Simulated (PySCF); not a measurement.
**CuF under electron impact: the energy ladder**

PBE0 in PySCF with def2-TZVPPD on every atom, for the lowest determinant that a PBE0 search found; no spin–orbit coupling.

```json
{"species": "CuF", "state (unpaired electrons)": "singlet (closed shell)", "Re (Å)": "1.764", "ωe (cm⁻¹)": "596", "energy of the minimum from the neutral (eV)": "0.00", "De (eV)": "3.97", "dissociates to": "Cu (3d10 4s1) + F"}
{"species": "CuF⁺", "state (unpaired electrons)": "doublet (σ ↑)", "Re (Å)": "1.684", "ωe (cm⁻¹)": "708", "energy of the minimum from the neutral (eV)": "10.30", "De (eV)": "1.45", "dissociates to": "Cu⁺ (3d10) + F"}
{"species": "CuF⁻", "state (unpaired electrons)": "doublet (σ ↑)", "Re (Å)": "1.857", "ωe (cm⁻¹)": "453", "energy of the minimum from the neutral (eV)": "-1.22", "De (eV)": "1.95", "dissociates to": "Cu (3d10 4s1) + F⁻"}
```

Task: Work out the lowest energy to break CuF into atoms, from its vibrational ground state.

Result: D0 = De − ωe/2 = 3.97 − 0.04 = 3.93 eV (PBE0/def2-TZVPPD).

Task: Work out the ionisation energy of the Cu atom at this level and the threshold of dissociative ionisation.

Result: IE(Cu) = 10.30 + 1.45 − 3.97 = 7.78 eV, so Cu⁺ (3d10) + F + e⁻ appears at D0 + IE(Cu) = 11.71 eV (PBE0/def2-TZVPPD). The measured IE(Cu) is 7.726 eV (NIST ASD).

Task: Work out the electron affinity of the F atom and the threshold of dissociative attachment.

Result: EA(F) = 3.97 − 1.95 − (-1.22) = 3.24 eV, so Cu (3d10 4s1) + F⁻ needs D0 − EA(F) = 0.69 eV (PBE0/def2-TZVPPD). The measured EA(F) is 3.401 eV.

Task: At which energy does ion-pair formation open?

Result: Cu⁺ + F⁻ lies at D0 + IE(Cu) − EA(F) = 8.47 eV (PBE0/def2-TZVPPD).

These are thermodynamic thresholds; the onsets seen under electron impact lie higher where the geometry changes, and cross-sections peak well above them.

For an ion De counts to the pair picked by the measured ionisation energies or electron affinities, which need not be the lowest pair at this level. The highest Kohn–Sham level is positive in this anion. Much of that is self-interaction error, but it also means that the finite basis helps to hold the extra electron.
